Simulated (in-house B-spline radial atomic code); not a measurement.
Configurations of Ne⁵⁺, with energies counted from [He] 2s2 2p1. Computed with an all-electron radial atomic-structure program (B-spline basis): scalar-relativistic (X2C) PBE0, spin-polarised, spherical fractional occupations, exact exchange averaged over the configuration, Fermi nucleus of rms radius 3.0055 fm. Shells without spins written out take the highest spin.

```csv
configuration,E - E(ref) (eV),highest orbital,its <r> (bohr)
[He] 2s1 2p2,11.338,2p up,0.6648
[He] 2s2 3s1,89.781,3s up,1.815
[He] 2s2 3d1,100.83,3d up,1.625
```

(1) Order these further configurations by energy, lowest first.
A. [He] 2s2 3p1
B. [He] 2s1 2p1 3s1
C. [He] 2s1 2p1 3d1

## Answers

(1) A (95.423 eV), B (101.98 eV), C (112.77 eV).
